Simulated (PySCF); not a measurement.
SMILES C(/C=C\SC)(C)C (GFN2-xTB optimised geometry):

```
19

C      1.423    -2.633    -0.023
S      1.127    -0.840     0.000
C     -0.633    -0.840     0.000
C     -1.437     0.216     0.000
C     -1.040     1.668    -0.002
C     -0.250     2.024     1.259
C     -0.233     2.017    -1.255
H      0.997    -3.062    -0.926
H      2.500    -2.770    -0.021
H      0.990    -3.086     0.864
H     -1.038    -1.841     0.002
H     -2.500     0.015     0.003
H     -1.959     2.265    -0.010
H     -0.018     3.086     1.268
H     -0.827     1.786     2.150
H      0.682     1.466     1.289
H     -0.794     1.765    -2.152
H      0.704     1.467    -1.264
H     -0.010     3.081    -1.272
```

Method: PBE0/def2-SVP (PySCF).

**Question.** What are the frontier orbital energies and the dipole moment?

**Answer.** HOMO-2 -8.48 eV, HOMO-1 -8.41 eV, HOMO -5.86 eV, LUMO 0.53 eV, LUMO+1 1.19 eV; dipole moment 1.43 D.

Meta-Löwdin charges at PBE0/def2-SVP: C1 -0.35, S2 0.07, C3 -0.20, C4 -0.13, C5 -0.05, C6 -0.30, C7 -0.30, H8 0.12, H9 0.13, H10 0.12, H11 0.11, H12 0.11, H13 0.09, H14 0.09, H15 0.10, H16 0.10, H17 0.10, H18 0.10, H19 0.09.
